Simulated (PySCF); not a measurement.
Compound: C₃H₄F₄O.
Atom-mapped SMILES: `[CH3:1][O:2][C@@H:3]([F:4])[C:5]([F:6])([F:7])[F:8]` (hydrogens: H9, H10, H11 on C1; H12 on C3)

The same species was optimised twice, with GFN2-xTB and with PBE0-D3(BJ)/def2-SVP (PySCF), and the same property calculations (PySCF, gas phase) were run on both structures.

```csv
coordinate,GFN2-xTB,PBE0-D3(BJ)/def2-SVP,change
C1–O2 (Å),1.424,1.409,-0.015
C3–C5 (Å),1.541,1.528,-0.013
C3–F4 (Å),1.379,1.367,-0.012
C5–F6 (Å),1.336,1.331,-0.005
C5–F7 (Å),1.336,1.331,-0.005
O2–C3 (Å),1.355,1.352,-0.003
C5–F8 (Å),1.326,1.325,-0.001
C3–C5–F7 (°),111.1,109.8,-1.3
F6–C5–F7 (°),107.0,108.2,+1.2
C3–C5–F8 (°),112.9,111.7,-1.2
F6–C5–F8 (°),107.9,108.8,+0.9
F7–C5–F8 (°),107.8,108.5,+0.7
C1–O2–C3 (°),114.6,114.9,+0.3
F4–C3–C5 (°),107.7,108.0,+0.3
O2–C3–C5 (°),108.4,108.2,-0.2
C1–O2–C3–F4 (°),69,72,+3
O2–C3–C5–F6 (°),62,62,0
```

Rotational constants: A = 3334, B = 1509, C = 1302 MHz (GFN2-xTB) against A = 3316, B = 1543, C = 1326 MHz (PBE0-D3(BJ)/def2-SVP). Point groups within 0.08 Å: C1 and C1.

On the GFN2-xTB structure: lowest singlet, TDDFT (eV) 8.57 [CAM-B3LYP/def2-SVPD]; lowest triplet, Tamm–Dancoff (eV) 8.29 [CAM-B3LYP/def2-SVPD]; isotropic polarisability (au) 46.5 [CAM-B3LYP/def2-SVPD]; HOMO (eV) -10.72 [CAM-B3LYP/def2-SVPD]; LUMO (eV) 1.08 [CAM-B3LYP/def2-SVPD]; dipole (D) 3.37 [CAM-B3LYP/def2-SVPD]; HOMO (eV) -9.08 [PBE0/pcSseg-1]; LUMO (eV) 1.29 [PBE0/pcSseg-1]; dipole (D) 3.27 [PBE0/pcSseg-1]; GIAO shielding of C1 (ppm) 127.7 [PBE0/pcSseg-1]; GIAO shielding of O2 (ppm) 265.4 [PBE0/pcSseg-1]; GIAO shielding of C3 (ppm) 75.5 [PBE0/pcSseg-1]; GIAO shielding of F4 (ppm) 344.9 [PBE0/pcSseg-1]; GIAO shielding of C5 (ppm) 58.5 [PBE0/pcSseg-1]; GIAO shielding of F6/F7/F8 (mean) (ppm) 269.0 [PBE0/pcSseg-1].

Q: What do these properties become on the PBE0-D3(BJ)/def2-SVP structure?

A: 
```csv
property,level,on GFN2-xTB,on PBE0-D3(BJ)/def2-SVP,change
"lowest singlet, TDDFT (eV)",CAM-B3LYP/def2-SVPD,8.57,8.53,-0.04
"lowest triplet, Tamm–Dancoff (eV)",CAM-B3LYP/def2-SVPD,8.29,8.28,-0.01
isotropic polarisability (au),CAM-B3LYP/def2-SVPD,46.5,46.4,-0.1
HOMO (eV),CAM-B3LYP/def2-SVPD,-10.72,-10.66,+0.06
LUMO (eV),CAM-B3LYP/def2-SVPD,1.08,1.09,+0.01
dipole (D),CAM-B3LYP/def2-SVPD,3.37,3.22,-0.15
"energy, GFN2-xTB geometry as zero (kcal/mol)",CAM-B3LYP/def2-SVPD,0.0,-0.2,-0.2
HOMO (eV),PBE0/pcSseg-1,-9.08,-9.03,+0.05
LUMO (eV),PBE0/pcSseg-1,1.29,1.30,+0.01
dipole (D),PBE0/pcSseg-1,3.27,3.12,-0.15
"energy, GFN2-xTB geometry as zero (kcal/mol)",PBE0/pcSseg-1,0.0,-0.2,-0.2
GIAO shielding of C1 (ppm),PBE0/pcSseg-1,127.7,127.4,-0.3
GIAO shielding of O2 (ppm),PBE0/pcSseg-1,265.4,268.6,+3.2
GIAO shielding of C3 (ppm),PBE0/pcSseg-1,75.5,76.9,+1.4
GIAO shielding of F4 (ppm),PBE0/pcSseg-1,344.9,349.2,+4.3
GIAO shielding of C5 (ppm),PBE0/pcSseg-1,58.5,59.9,+1.4
GIAO shielding of F6/F7/F8 (mean) (ppm),PBE0/pcSseg-1,269.0,273.7,+4.7
```

The heavy atoms differ by 0.027 Å rms after alignment. Among bonds between heavy atoms C1–O2 changes most (-0.015 Å). Changes are differences of the printed values. Neither structure is proved a minimum here.

Shape of the structure used: `[CH3:1][O:2][C@@H:3]([F:4])[C:5]([F:6])([F:7])[F:8]`: C1–O2–C3–F4 72°, O2–C3–C5–F6 62°.
